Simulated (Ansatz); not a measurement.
COS, charge +1, doublet, geometry from GFN2-xTB (a state made from the parent by changing its charge; the spin is typed, not shown lowest); HF/6-311G** run with Ansatz (an electronic-structure program).

Ansatz was given this input:
Ansatz 0.2 input:
```yaml
crystal:
  periodic: [false, false, false]
  atoms:
    - {symbol: O, position_ang: [-0.00000000, -0.00000000, -1.68366881]}
    - {symbol: C, position_ang: [-0.00000000, -0.00000000, -0.55245407]}
    - {symbol: S, position_ang: [0.00000000, 0.00000000, 1.04900468]}
basis:
  gaussian:
    orbitals: 6-311G__.json
hamiltonian:
  xc: hf
total_charge: 1
magnetization: {spin_polarized: true, initial_magnetization: 1}
accuracy: high
```
The basis file holds 6-311G** in the JSON format of the Basis Set Exchange.

It wrote (shortened):

```
Functional definition: HF
1002 factors; integrals over basis functions are off by at most 7.5e-9 eV
mean field evaluation 1: about -13870.5772 eV, gradient 3.6e1 eV
mean field evaluation 2: about -13870.5880 eV, gradient 3.6e1 eV
mean field evaluation 4: about -13876.0862 eV, gradient 3.7e0 eV
mean field evaluation 8: about -13876.2520 eV, gradient 4.4e-1 eV
mean field evaluation 16: about -13876.2747 eV, gradient 2.2e-8 eV
mean field evaluation 32: about -13872.3566 eV, gradient 1.2e1 eV
mean field -13876.27470546 eV, -509.9436897489 hartree, gradient 5.7e-8 eV, S^2 0.842061; 1 other end points of the search recorded, 0 dependent functions left out
reference -13876.27470546 eV, -509.9436897489 hartree; 15, 14 occupied and 48, 49 virtual orbitals, 1002 factors
Total energy: -13876.27470546 eV, -509.9436897489 hartree
```
